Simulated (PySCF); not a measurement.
Bond energies at MP2/def2-SVP beside a composite method

PySCF, lowest determinants of a PBE0 search. The composite is CCSD(T) extrapolated to the basis-set limit from two correlation-consistent sets, with core-valence (CV) and scalar-relativistic (SR) terms as its label shows; it has no spin–orbit coupling and nothing beyond (T).

```csv
species,state (unpaired electrons),De MP2 (eV),De composite (eV),composite,dissociates to
K2,singlet (closed shell),0.34,0.55,CCSD(T)/CBS(DT),K + K
PbF,doublet (π ↑),4.16,4.66,CCSD(T)/CBS(DT),Pb + F
PbI,doublet (π ↑),2.60,2.88,CCSD(T)/CBS(DT),Pb + I
PbCl,doublet (π ↑),3.24,3.73,CCSD(T)/CBS(DT),Pb + Cl
InO⁺,triplet (π ↑↑),0.22,0.19,CCSD(T)/CBS(DT),In⁺ + O
TlH,singlet (closed shell),2.20,2.61,CCSD(T)/CBS(DT),Tl + H
BrF,singlet (closed shell),2.28,2.72,CCSD(T)/CBS(TQ)+CV,Br + F
HCl⁺,doublet (π ↑),4.35,4.83,CCSD(T)/CBS(TQ)+CV+SR,H + Cl⁺
```

Does MP2 bind more or less than the composite, by how much on average, and where is the difference largest?

MP2/def2-SVP binds less on average, method and basis taken together: the mean signed difference is -0.35 eV and the mean absolute one 0.36 eV; it is largest for PbF (-0.50 eV).

The molecules are drawn from runs that passed checks on state, spin purity and fit, so the hardest cases are missing and the errors look smaller than over all diatomics.

Correlated steps freeze the inner cores (4 to 13 orbitals); shallow outer-core shells are correlated. UHF and ROHF references stand side by side, which adds small steps between rows. Weak bonds: InO⁺, K2. Basis-set superposition, not corrected here, can be much of De in a small basis, most of all at correlated wavefunction levels. Spin–orbit coupling is left out, which matters for elements this heavy, above all for dissociation energies. For an ion De counts to the pair picked by the measured ionisation energies or electron affinities, which need not be the lowest pair at this level. Where the molecule has an RHF reference, its open-shell atoms are computed with UHF. States were picked by a PBE0 search and need not be the measured ground states.
